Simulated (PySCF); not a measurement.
Sn(Cl)(NMe2) (C₂H₆ClNSn), SMILES C[N](C)[Sn][Cl] (connectivity only; charge and spin as stated), neutral, multiplicity 1.

Geometry optimised at PBE0-D3(BJ)/def2-SVP. The structure was generated by enumeration; whether it is a known compound was not checked. The def2 effective core potentials stand for the cores of Sn; spin–orbit coupling is left out. One conformer was computed; it need not be the lowest.

Method: CAM-B3LYP/def2-TZVP in PySCF.

Symmetry labels are those of the subgroup Cs that the program uses (full group Cs).

Problem. List the valence orbital energies around the gap with their symmetry. (An estimate is asked for; the answer gives what the named calculation found.)

Solution. 
```
orbital  symmetry  energy (eV)
-------  --------  -----------
HOMO−7         A'       -13.25
HOMO−6         A"       -12.46
HOMO−5         A'       -12.01
HOMO−4         A'       -10.64
HOMO−3         A"       -10.00
HOMO−2         A'        -9.81
HOMO−1         A'        -8.73
HOMO           A"        -7.87
LUMO           A"        -1.27
LUMO+1         A'         0.34
LUMO+2         A'         1.26
LUMO+3         A'         2.13
```
